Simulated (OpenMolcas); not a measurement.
An OpenMolcas run meant for Sc I (ANO-RCC-VDZP, DKH2; inactive shells 1s 2s 2p 3s 3p; intended active space 3 electrons in 6 orbitals (3d 4s)). One step of its input:

```
&RASSCF
FileOrb=start.orb
Symmetry=1
Spin=4
nActEl=3 0 0
Inactive=3 6
Ras2=6 0
CIRoot=25 25 1
SDav=20
CIMx=300
Iter=83 100
PrWF=0.3
OrbListing=Nothing
MaxOrb=0
Atom
CIOnly
>>> COPY $Project.JobIph JOB001
```

Lines from the output:

```
...
      Number of secondary orbitals              19
      Spin quantum number                      1.5
      State symmetry                             1
Orbital specifications:
      -----------------------

      Symmetry species                           1   2
                                                ag  au
      Frozen orbitals                            0   0
      Inactive orbitals                          3   6
      Active orbitals                            6   0
      RAS1 orbitals                              0   0
      RAS2 orbitals                              6   0
      RAS3 orbitals                              0   0
      Secondary orbitals                         6  13
      Deleted orbitals                           0   0
      Number of basis functions                 15  19
      Number of CSFs                            20
      Number of root(s) required                25
 ************ ERROR ***********
  You can't ask for more roots
  than there are configurations
 ******************************
--- Stop Module: rasscf at  /rc=_RC_INPUT_ERROR_ ---
.####################.
.# User input error #.
.####################.
```

What is wrong with the input?

CIRoot asks for more roots than the active space has configuration state functions.
